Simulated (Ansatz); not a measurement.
`CB1N=C1C` + H₂ → `CB1C=N1` + CH₄ at 700 K and 1 bar (hydrogenolysis of a C–C bond).

Isolated molecules relaxed with PBE0-D4/def2-TZVP in Ansatz; ΔE leaves out vibrations. CCSD(T)/CBS adds triple-zeta CCSD(T) − MP2 to the extrapolated MP2 energy (def2 sets, frozen cores). This one scheme is used for every species.

```tsv
species	CCSD(T)/CBS energy (Eh)	H − E (kJ/mol)	S (J/(mol·K))
`CB1N=C1C`	-197.24373	301.2	439.9
H₂	-1.17544	46.8	155.3
`CB1C=N1`	-157.97004	209.3	373.7
CH₄	-40.46206	145.9	224.0
```

H − E and S are ideal-gas, rigid-rotor, harmonic terms from PBE0-D4/def2-TZVP, for one conformer and one mirror image of each species. For small species the MP2-based limit differs from directly extrapolated CCSD(T) by up to some mEh (0.8 for H₂); such offsets cancel only in part. 1 Eh = 2625.50 kJ/mol, R = 8.31446 J/(mol·K).

Problem. By hand: ΔE, ΔH, ΔS and ΔG.

Solution. ΔE = (-157.97004) + (-40.46206) − (-197.24373) − (-1.17544) = -0.01293 Eh = -33.9 kJ/mol. Δ(H − E) = 209.3 + 145.9 − 301.2 − 46.8 = 7.2, so ΔH = -26.7 kJ/mol. ΔS = 373.7 + 224.0 − 439.9 − 155.3 = 2.5 J/(mol·K). ΔG = -26.7 − 700 × (2.5)/1000 = -28.4 kJ/mol.

Problem. By hand: the equilibrium constant, and the temperature at which ΔG would vanish if ΔH and ΔS stayed fixed.

Solution. log₁₀ K = −ΔG/(RT ln 10) = 2.1. ΔH and −TΔS have one sign here, so there is no such temperature.

The number of gas molecules stays the same, so ΔS is small and ΔH decides. A doubt of 5 kJ/mol in ΔE shifts log₁₀ K by 0.4 here. Other conformers and mirror images would add mixing entropy, several J/(mol·K) or more a flexible species. Modes under 60 cm⁻¹, often nearly free rotors, make the harmonic entropy too high. These are equilibria of isolated gas molecules and say nothing of rates. Largest T1 diagnostic: 0.011 (customary marks: 0.02 for closed shells, 0.045 for open ones).

ΔS is within the doubt of such terms, so its sign, and with it that verdict, could turn.
